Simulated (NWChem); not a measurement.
System: CHO₂, doublet; SMILES O=C[O]

Input file for NWChem:

```
start job
memory heap 200 mb stack 900 mb global 1100 mb
geometry units angstroms noautosym nocenter noautoz
  O     -1.143122    -0.000000    -0.125298
  C      0.005674     0.000000     0.214791
  O      1.173921    -0.000000    -0.204183
  H      0.207611    -0.000000     1.371642
end
basis spherical
  * library 6-31g*
end
dft
  odft
  mult 2
  xc m05-2x
  iterations 150
end
cosmo
  dielec 25.0
end
task dft energy
```

The geometry was optimised at PBE0/def2-SVP, spin-unrestricted. No stability test was run on the SCF state.

Level: M05-2X/6-31G* with COSMO at NWChem's default radii, gas-phase geometry; the question gives the dielectric constant. Reactions with the solvent are ignored.

Problem. Give the results of this calculation. (M05-2X/6-31G* (spherical d), spin-unrestricted, COSMO on the gas-phase geometry.) Quantities: electrostatic solvation energy (kcal/mol); dipole in solution (D).

Solution. 
| Quantity | Result |
|---|---|
| electrostatic solvation energy (kcal/mol) | -4.9 |
| dipole in solution (D) | 2.28 |
